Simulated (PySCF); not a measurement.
BrHMoOS₂, multiplicity 1. Atoms are numbered in the order given.

```xyz
6

Mo     0.4471     0.2066     0.0000
S      1.2685    -0.7343    -1.7052
S      1.2685    -0.7343     1.7052
Br    -1.9511    -0.1056     0.0000
O      0.8988     2.0023     0.0000
H      1.7275     2.5002     0.0000
```

Coordinates come from a B3LYP-D3(BJ)/def2-SVP optimisation. A frequency run showed that this geometry is not a minimum. The multiplicity is an assumed one; other spin states were not compared. The def2 effective core potentials stand for the cores of Mo; spin–orbit coupling is left out. Other conformers were not sampled.

The numbers are results of PySCF with r2SCAN/def2-TZVP, not measurements.

Symmetry labels are those of the subgroup Cs that the program uses (full group Cs).

Computed valence orbital energies around the gap with their symmetry:
```
orbital  symmetry  energy (eV)
-------  --------  -----------
HOMO−7         A"        -9.34
HOMO−6         A'        -9.15
HOMO−5         A'        -8.54
HOMO−4         A"        -8.32
HOMO−3         A'        -8.21
HOMO−2         A'        -7.61
HOMO−1         A"        -7.35
HOMO           A"        -6.61
LUMO           A'        -4.26
LUMO+1         A"        -4.03
LUMO+2         A'        -3.40
LUMO+3         A'        -2.60
```
